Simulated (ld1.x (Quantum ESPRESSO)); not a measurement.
An all-electron radial function and its pseudo partner (copper)

Columns: radius, all-electron u(r) and pseudo u(r) of the 3p shell (level -72.00 eV) of copper in the configuration [Ne] 3s2 3p6 3d10 4s1 4p0; PBEsol, scalar-relativistic, TM scheme, ld1.x (Quantum ESPRESSO) 7.5.

| r (bohr) | all-electron | pseudo |
| --- | --- | --- |
| 0.055 | 0.3723 | -0.0234 |
| 0.110 | 0.6455 | -0.0920 |
| 0.165 | 0.5684 | -0.2015 |
| 0.220 | 0.2712 | -0.3446 |
| 0.275 | -0.1025 | -0.5115 |
| 0.330 | -0.4607 | -0.6894 |
| 0.385 | -0.7582 | -0.8633 |
| 0.440 | -0.9799 | -1.0170 |
| 0.495 | -1.1275 | -1.1363 |
| 0.550 | -1.2107 | -1.2117 |
| 0.605 | -1.2423 | -1.2423 |
| 0.660 | -1.2346 | -1.2346 |
| 0.715 | -1.1987 | -1.1987 |
| 0.770 | -1.1437 | -1.1437 |
| 0.825 | -1.0768 | -1.0768 |
| 0.880 | -1.0031 | -1.0031 |
| 0.935 | -0.9268 | -0.9268 |
| 0.990 | -0.8506 | -0.8506 |
| 1.045 | -0.7763 | -0.7763 |
| 1.100 | -0.7054 | -0.7054 |
| 1.155 | -0.6386 | -0.6386 |
| 1.210 | -0.5763 | -0.5763 |
| 1.265 | -0.5187 | -0.5187 |
| 1.320 | -0.4659 | -0.4659 |
| 1.375 | -0.4176 | -0.4176 |
| 1.430 | -0.3737 | -0.3737 |

Task: How many radial nodes do the two functions have?

Result: The all-electron 3p function has n − l − 1 = 1; the pseudo-wave has 0, since the states of the same l below it are removed with the core.

Task: At about which radius was the pseudo-wave matched?

Result: 0.65 bohr, where the columns begin to agree (steps of 0.06 bohr).

Task: Where does each function peak?

Result: Outermost all-electron maximum near 0.60 bohr, pseudo maximum near 0.60 bohr (to the table’s step).

Task: Is the pseudo-wave norm-conserving?

Result: Yes: the TM scheme keeps the norm inside the radius equal to the all-electron one, which fixes the energy derivative of the logarithmic derivative at the level.
